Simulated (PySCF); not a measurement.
Species: C₇H₁₁FN₂Si.
Structure used (GFN2-xTB), in Å, numbered top down from 1:
```xyz
22
C7H11FN2Si angstrom
C     -2.3866   -1.3746    0.0061
N     -1.6976   -0.5048   -0.9288
N     -0.9111    0.4731   -0.2685
Si    -1.6476    1.8870    0.4399
C      0.4269    0.1449   -0.1564
C      0.9688   -0.9372   -0.8568
C      2.3100   -1.2450   -0.7542
C      3.1568   -0.4937    0.0444
C      2.6072    0.5690    0.7358
F      3.4059    1.3195    1.5313
C      1.2709    0.8998    0.6578
H     -3.0790   -0.8391    0.6690
H     -2.9371   -2.1194   -0.5653
H     -1.6373   -1.8773    0.6171
H     -2.3694   -0.0274   -1.5236
H     -1.6907    1.8128    1.9033
H     -3.0093    1.8590   -0.0977
H     -0.9230    3.0650   -0.0280
H      0.3193   -1.5233   -1.4859
H      2.7061   -2.0823   -1.3090
H      4.2067   -0.7180    0.1353
H      0.8996    1.7315    1.2334
```

Definitions: NICS(0) = −σiso at the ring centroid; NICS(1) = −σiso and NICS(1)zz = −σzz at ±1 Å along the ring normal z. Level: GIAO PBE0/pcSseg-1 (PySCF, non-relativistic, gas phase) on the GFN2-xTB geometry, one conformer.

Ring bond lengths (Å), with Mayer bond orders in brackets: C5–C6 1.398 (1.40), C6–C7 1.380 (1.46), C7–C8 1.385 (1.39), C8–C9 1.382 (1.44), C9–C11 1.379 (1.49), C11–C5 1.395 (1.31).

Problem. What do the NICS probes read (ppm)?

Solution. 
```tsv
ring	type	NICS(0)	NICS(1), two faces	NICS(1)zz, two faces	rms pucker (Å)	centre to ring atoms, mean (Å)
C5–C6–C7–C8–C9–C11	6-membered carbocycle; formal bonds all aromatic	-10.0	-10.4 / -10.5	-24.6 / -24.6	0.00	1.39
```

Problem. What do they say, and how far can they be read as aromaticity?

Solution. 
- C5–C6–C7–C8–C9–C11: mean NICS(1)zz -24.6 ppm, shielded. The ring is flat and has no four-coordinate atom; by the NICS criterion it is aromatic.

Problem. And the bond-length index? Use HOMA with the parameters of Krygowski (1993).

Solution. 
- C5–C6–C7–C8–C9–C11: HOMA 0.99 = 1 − EN − GEO, with mean bond length 1.386 Å, EN = α(Ropt − mean)² = 0.001 and GEO = α × variance = 0.014. The geometric and the magnetic index point the same way.

Problem. What field does 1 T along the ring normal induce along that normal at the second NICS(1) probe listed for ring C5–C6–C7–C8–C9–C11, 1 Å off the ring?

Solution. NICSzz × B0 = -24.6 ppm × 1 T = -25 μT, against the applied field.
